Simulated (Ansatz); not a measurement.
`N[SiH]([SiH3])BF` + `BCO[SiH3]` → `N[SiH]([SiH3])O[SiH3]` + `BCBF`  (redistribution)

Gas-phase electronic energies from Ansatz, PBE0-D4/def2-TZVP geometries. CBS: MP2 limit from def2 TZ/QZ plus the TZ coupled-cluster correction, frozen cores. Functionals use def2-TZVPP. B3LYP here is the variant with VWN-RPA as its local correlation; programs differ in this. One conformer a species, not always the lowest.

Question: Is it downhill or uphill in electronic energy at CCSD(T)/CBS, and by how much? (Estimate.)

Answer: Computed: Downhill: ΔE = -278.4 kJ/mol.

Question: What do these levels give: ωB97X-V, r2SCAN, B3LYP, MP2/def2-TZVPP, CCSD(T)/def2-TZVPP, SCS-MP2/def2-QZVPP? (An estimate is asked.)

Answer: The calculation gave: ωB97X-V -267.8, r2SCAN -272.5, B3LYP -265.8, MP2/def2-TZVPP -289.6, CCSD(T)/def2-TZVPP -275.5, SCS-MP2/def2-QZVPP -285.5 kJ/mol.

Largest T1 diagnostic among the species: 0.014.

From PBE to PBE0 (25 % exact exchange), in def2-TZVPP and without D4, ΔE moves by −11.5 kJ/mol. The D4 term adds −4.1 kJ/mol with B3LYP and −2.4 kJ/mol with PBE0; it sums over pairs of atoms, weighted by their polarisabilities, and B3LYP, whose exchange is more repulsive, gets the larger term.
